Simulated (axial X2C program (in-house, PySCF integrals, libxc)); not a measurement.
# Bond lengths and stretching modes, held linear, of ClSbCl⁺

Calculated with an axial X2C code built on PySCF integrals: two-component X2C with atomic mean-field Coulomb and Gaunt terms, Gaussian nuclei, basis Cl dyall-av3z, Sb dyall-v3z with contracted cores. Spin-free rows use the one-electron spin-free X2C Hamiltonian.

Masses Cl 34.969, Sb 120.904, Cl 34.969 u. States: 2c Ω = 0 (all partner blocks equally filled); spin-free M_S = 0, Λ = 0 (closed shell).

PBE0, spin-free: energies above the lowest point

```json
{"r(Cl–Sb) (Å)": "2.3030", "r(Sb–Cl) (Å)": "2.3030", "E (meV)": "54.92"}
{"r(Cl–Sb) (Å)": "2.3030", "r(Sb–Cl) (Å)": "2.3620", "E (meV)": "22.52"}
{"r(Cl–Sb) (Å)": "2.3030", "r(Sb–Cl) (Å)": "2.4210", "E (meV)": "38.74"}
{"r(Cl–Sb) (Å)": "2.3620", "r(Sb–Cl) (Å)": "2.3030", "E (meV)": "22.52"}
{"r(Cl–Sb) (Å)": "2.3620", "r(Sb–Cl) (Å)": "2.3620", "E (meV)": "0.00"}
{"r(Cl–Sb) (Å)": "2.3620", "r(Sb–Cl) (Å)": "2.4210", "E (meV)": "25.45"}
{"r(Cl–Sb) (Å)": "2.3620", "r(Sb–Cl) (Å)": "2.4801", "E (meV)": "88.30"}
{"r(Cl–Sb) (Å)": "2.4210", "r(Sb–Cl) (Å)": "2.3030", "E (meV)": "38.74"}
{"r(Cl–Sb) (Å)": "2.4210", "r(Sb–Cl) (Å)": "2.3620", "E (meV)": "25.45"}
{"r(Cl–Sb) (Å)": "2.4210", "r(Sb–Cl) (Å)": "2.4210", "E (meV)": "59.53"}
{"r(Cl–Sb) (Å)": "2.4801", "r(Sb–Cl) (Å)": "2.3620", "E (meV)": "88.30"}
{"r(Cl–Sb) (Å)": "2.4801", "r(Sb–Cl) (Å)": "2.4801", "E (meV)": "208.82"}
```

Q: Fit a quadratic surface with cubic terms in each bond: where is the minimum, and what are the two stretching wavenumbers?

A: At PBE0, spin-free: bonds 2.359 and 2.359 Å; harmonic stretches 356.0 and 373.3 cm⁻¹; force constants 2.21, 2.21 and coupling 0.40 mdyn/Å.

The other levels and Hamiltonians give:

| Hamiltonian | level | r(Cl–Sb) (Å) | r(Sb–Cl) (Å) | lower stretch (cm⁻¹) | upper stretch (cm⁻¹) |
| --- | --- | --- | --- | --- | --- |
| 2c | PBE0 | 2.360 | 2.360 | 354.7 | 371.8 |
| 2c | HF | 2.353 | 2.353 | 372.0 | 373.3 |
| 2c | BHandHLYP | 2.356 | 2.356 | 361.9 | 374.8 |
| 2c | MP2 | 2.352 | 2.352 | 363.4 | 395.1 |
| spin-free | HF | 2.352 | 2.352 | 372.8 | 374.3 |
| spin-free | BHandHLYP | 2.355 | 2.355 | 363.1 | 376.1 |
| spin-free | MP2 | 2.351 | 2.351 | 364.5 | 395.9 |

Each state is one determinant, the lowest of a limited PBE0 search; the stretches come from a fit to these few points and carry an uncertainty of a few per cent. Other orders of the atoms were not compared. MP2 freezes inner shells (threshold -2 hartree). The molecule was held linear; bending was not examined, so a bent shape may lie lower.
